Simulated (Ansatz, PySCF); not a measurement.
C2H6OSi2. Atoms are numbered in the order given.

```xyz
11

C     -0.6747     0.0000     1.4006
C      0.6747     0.0000     1.4006
Si     1.4157     0.0000    -0.3282
O      0.0000     0.0000    -1.2272
Si    -1.4157     0.0000    -0.3282
H     -1.2419     0.0000     2.3402
H      1.2418     0.0000     2.3402
H      2.2360    -1.2120    -0.6199
H      2.2360     1.2120    -0.6199
H     -2.2360    -1.2120    -0.6199
H     -2.2360     1.2120    -0.6199
```

Geometry optimised at PBE0-D3(BJ)/def2-SVP. This is a generated structure with no PubChem entry under its InChIKey; it may be hypothetical.

Vertical ionisation energy (IE) and electron affinity (EA) in eV. Rows of orbital energies are one-electron estimates. Where ΔSCF, EOM or ADC give a negative EA the extra electron is unbound and the value depends on the basis.

```csv
level,IE,EA
"−ε(HOMO), −ε(LUMO), CAM-B3LYP/def2-TZVP (PySCF)",9.36,-0.24
"−ε(HOMO), −ε(LUMO), PBE/def2-TZVP (PySCF)",…,…
"ΔSCF, PBE0/def2-SVPD (Ansatz), final states of multiplicity 2 and 2",9.96,-0.82
"ΔSCF, PBE/def2-SVPD (Ansatz), final states of multiplicity 2 and 2",9.56,-0.80
```

Question: What belongs in the gaps? (The exact figures need the calculation; the answer reports its results.)

Answer: 
- −ε(HOMO), −ε(LUMO), PBE/def2-TZVP (PySCF), IE: 6.90
- −ε(HOMO), −ε(LUMO), PBE/def2-TZVP (PySCF), EA: 1.93

Question: What vertical singlet–triplet gap does ΔSCF give with PBE0/def2-SVPD (Ansatz, an electronic-structure program) and with PBE/def2-SVPD (Ansatz)? (The exact figures need the calculation; the answer reports its results.)

Answer: 4.02 and 4.16 eV (triplet above singlet where positive).
